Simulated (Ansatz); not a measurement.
A nudged elastic band was laid between two geometries of C2H7CdN (11 atoms, charge 0, multiplicity 1).

All numbers below come from Ansatz, RKS PBE0/def2-SVP.

* movable images: 5
* climbing image: yes
* spring: 5.0 eV/Å²
* optimiser: quadratic models (default)
* start path: through a guess of the saddle point
* force threshold: 0.05 eV/Å
* iteration limit: 60
* end points: relaxed

Image 0:

```xyz
11
Properties=species:S:1:pos:R:3
C -0.940 1.414 0.941
C -0.691 -0.092 0.920
Cd 0.597 -0.790 -0.604
N 1.877 -1.308 -2.070
H -1.404 1.773 0.009
H -1.615 1.705 1.765
H -0.009 1.988 1.075
H -1.643 -0.640 0.816
H -0.261 -0.425 1.880
H 2.628 -1.945 -1.811
H 1.461 -1.678 -2.923
```

Image 6:

```xyz
11
Properties=species:S:1:pos:R:3
C -0.928 1.404 0.909
C -0.694 -0.103 0.949
Cd 0.566 -0.866 -0.568
N 1.729 -1.729 -1.967
H -1.401 1.727 -0.032
H -1.588 1.738 1.729
H 0.011 1.973 1.004
H -1.652 -0.646 0.882
H -0.252 -0.400 1.916
H 1.480 -1.541 -2.936
H 2.730 -1.558 -1.886
```

Q: What changes between the two ends?

A: No bond is made or broken.

Q: Give the energies along the band, and the barrier.

A: It converged. The highest image is number 2 of 0 to 6, 0.5 kJ/mol above the first end and 0.8 kJ/mol above the last; the last end lies 0.3 kJ/mol below the first. The top lies less than 8 meV above the higher end, about what the thresholds resolve: that end is a shoulder or a very shallow well. A vibrational analysis at the climbing image gives one clearly imaginary mode, 60i cm⁻¹: a first-order saddle point.

```json
{"image": "0", "path coordinate (Å)": "0.00", "energy (kJ/mol)": "0.0"}
{"image": "1", "path coordinate (Å)": "0.62", "energy (kJ/mol)": "0.3"}
{"image": "2", "path coordinate (Å)": "1.24", "energy (kJ/mol)": "0.5"}
{"image": "3", "path coordinate (Å)": "1.77", "energy (kJ/mol)": "0.3"}
{"image": "4", "path coordinate (Å)": "2.29", "energy (kJ/mol)": "0.0"}
{"image": "5", "path coordinate (Å)": "2.82", "energy (kJ/mol)": "-0.3"}
{"image": "6", "path coordinate (Å)": "3.35", "energy (kJ/mol)": "-0.3"}
```

Q: What is the geometry of the highest image?

A: 
```xyz
11
Properties=species:S:1:pos:R:3
C -0.954 1.404 0.921
C -0.689 -0.100 0.934
Cd 0.628 -0.805 -0.563
N 1.996 -1.443 -1.897
H -1.418 1.736 -0.022
H -1.638 1.705 1.734
H -0.030 1.992 1.050
H -1.634 -0.657 0.825
H -0.266 -0.406 1.906
H 2.012 -2.444 -2.080
H 1.992 -0.983 -2.806
```

Run time: 3.7 min on 2 threads of Arm Neoverse V1 (shared host), peak memory 0.26 GiB.
